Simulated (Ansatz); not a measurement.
The cluster Pb₂O⁺. Charge 1, multiplicity 2. Geometry PBE-D4/def2-TZVP; atoms count from 1.

```
atom   x (Å)   y (Å)   z (Å)
 Pb1   1.691  -0.122   0.343
 Pb2  -1.396   0.914  -0.455
  O3  -0.295  -0.792   0.112
```

In the def2 sets Pb takes a core potential; there is no spin–orbit coupling. The structure comes from a short search, and lower isomers may exist.

**Question.** Estimate the Mulliken populations from the PBE0/def2-TZVP orbitals of Ansatz.

**Answer.** 
| atom | charge (e) | spin (α − β) |
| --- | --- | --- |
| Pb1 | 0.83 | 0.46 |
| Pb2 | 0.83 | 0.46 |
| O3 | -0.66 | 0.07 |
Mulliken values and Mayer orders depend strongly on the basis.

**Question.** Where does the spin sit?

**Answer.** Summed by element: Pb 0.93, O 0.07, of 1 unpaired in all. Largest on single atoms: Pb2 0.46, Pb1 0.46, O3 0.07.

**Question.** And the Mayer bond orders between bonded heavy atoms (over 0.3)?

**Answer.** Pb1–Pb2 0.60 (3.35 Å); Pb1–O3 0.98 (2.11 Å); Pb2–O3 0.98 (2.11 Å).
